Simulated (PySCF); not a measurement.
**Electron correlation in N²⁺ (nitrogen, charge +2)**

[He] 2s2 2p1, 2P determinant. Computed with PySCF 2.14 in cc-pVDZ (3s2p1d, 14 functions), with no relativity, point nucleus. Frozen: 1s2; 3 electrons correlated.

MP2 pair energies summed by pair of shells (mhartree):

```csv
pair,energy,share (%)
2s-2s,-29.61,64.7
2s-2p,-16.16,35.3
```

Total MP2 correlation energy: -45.77 mhartree.

Same-spin part -2.32 and opposite-spin part -43.45 mhartree; SCS-MP2 scales them by 1/3 and 6/5 to -52.91 mhartree.

```csv
level,correlation energy (mhartree)
CCSD,-74.32
(T),-0.54
CCSD(T),-74.86
```

Diagnostics: T1 = 0.0065, D1 = 0.0121, largest double amplitude 0.139.

Problem. Is a single reference adequate?

Solution. Mostly. T1 lies below 0.03, but a double amplitude of this size points to a near-degeneracy that CCSD handles and MP2 describes poorly.
